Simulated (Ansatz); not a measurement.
A nudged elastic band was laid between two geometries of CH7BSSn (11 atoms, charge 0, multiplicity 1).

Level of theory: RKS PBE-D4/def2-SVP in Ansatz 0.2.0.

| Quantity | Value |
| --- | --- |
| movable images | 7 |
| climbing image | yes |
| spring | 5.0 eV/Å² |
| optimiser | quadratic models (default) |
| start path | IDPP |
| force threshold | 0.05 eV/Å |
| iteration limit | 60 |
| end points | relaxed |

Initial state:

```xyz
11
Properties=species:S:1:pos:R:3
B -1.094 1.955 -0.321
Sn 0.161 0.097 -0.563
C 0.866 -0.704 1.341
S -1.261 -1.614 -1.622
H -2.287 1.939 -0.550
H -0.582 2.987 0.070
H 1.555 0.333 -1.579
H 1.524 0.034 1.839
H 1.433 -1.635 1.150
H -0.002 -0.930 1.989
H -0.247 -2.519 -1.732
```

Final state:

```xyz
11
Properties=species:S:1:pos:R:3
B -0.573 2.133 -0.519
Sn 0.073 -0.027 -0.587
C 0.882 -0.745 1.308
S -1.921 -1.373 -1.117
H -1.737 2.446 -0.661
H 0.252 3.004 -0.318
H 1.269 -0.334 -1.814
H 0.120 -0.629 2.102
H 1.788 -0.167 1.571
H 1.144 -1.815 1.206
H -1.233 -2.550 -1.148
```

(1) What changes between the two ends?

(2) What energy profile does the band end with?

(3) What is the geometry of the highest image?

The band took 4 iterations and roughly 100 core-seconds.

Results:

(1) No bond is made or broken. The dihedral S4–Sn2–C3–H8 goes from 179 to -60°.

(2) It converged. The highest image is number 4 of 0 to 8, 0.4 kcal/mol above the ends, which have the same energy within 2 meV. A vibrational analysis at the climbing image gives one clearly imaginary mode, 76i cm⁻¹: a first-order saddle point.

| image | path coordinate (Å) | energy (kcal/mol) | dihedral S4–Sn2–C3–H8 (°) |
| --- | --- | --- | --- |
| 0 | 0.00 | 0.0 | 179 |
| 1 | 0.45 | 0.1 | -166 |
| 2 | 0.91 | 0.2 | -150 |
| 3 | 1.36 | 0.3 | -135 |
| 4 | 1.82 | 0.4 | -120 |
| 5 | 2.27 | 0.3 | -105 |
| 6 | 2.72 | 0.2 | -90 |
| 7 | 3.18 | 0.1 | -75 |
| 8 | 3.63 | 0.0 | -60 |

(3) 
```xyz
11
Properties=species:S:1:pos:R:3
B -0.617 2.126 -0.491
Sn 0.104 -0.008 -0.582
C 0.854 -0.752 1.332
S -1.829 -1.396 -1.223
H -1.792 2.399 -0.629
H 0.176 3.023 -0.274
H 1.347 -0.256 -1.775
H 0.804 0.041 2.103
H 1.900 -1.092 1.217
H 0.215 -1.600 1.643
H -1.096 -2.543 -1.300
```

Time of the run: 52 s on 2 threads of Intel(R) Xeon(R) Platinum 8375C CPU @ 2.90GHz (Ice Lake), on a shared host, peak memory 0.17 GiB.
